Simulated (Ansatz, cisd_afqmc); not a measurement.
System: P, charge 1, triplet.

Total energies in aug-cc-pV(D+d)Z, 4 correlated electrons, 5 frozen orbitals. Radicals and triplets start from unrestricted determinants; spin-orbit coupling is neglected. Correlated methods leave the cores frozen. No relativity. The Monte Carlo rows (phaseless AFQMC, CISD trial, step 0.005/hartree) carry one-sigma bars that omit the constraint's bias. Outlying blocks are dropped, and bars are widened where a walk drifts. Over all cases where full CI ran beside it in this data, AFQMC minus full CI had a median of +0.1 mEh and passed +0.4 mEh in a tenth of the cases. Full CI freezes restricted core orbitals and the other rows unrestricted ones, which leaves a small offset even where coupled cluster is exact.

```
method         program         energy (Eh)  error against FCI (mEh)
----------  ----------  ------------------  -----------------------
HF              Ansatz          -340.34482                    74.62
MP2             Ansatz          -340.39604                    23.40
CCSD            Ansatz          -340.41784                     1.60
CCSD(T)         Ansatz          -340.41899                     0.46
CCSDT(Q)        Ansatz          -340.41946                    -0.01
CCSDTQ          Ansatz          -340.41948                    -0.03
AFQMC/CISD  cisd_afqmc  -340.4193 ± 0.0001                0.2 ± 0.1
FCI             Ansatz          -340.41945                     0.00
```

Ansatz is a quantum-chemistry and plane-wave program.
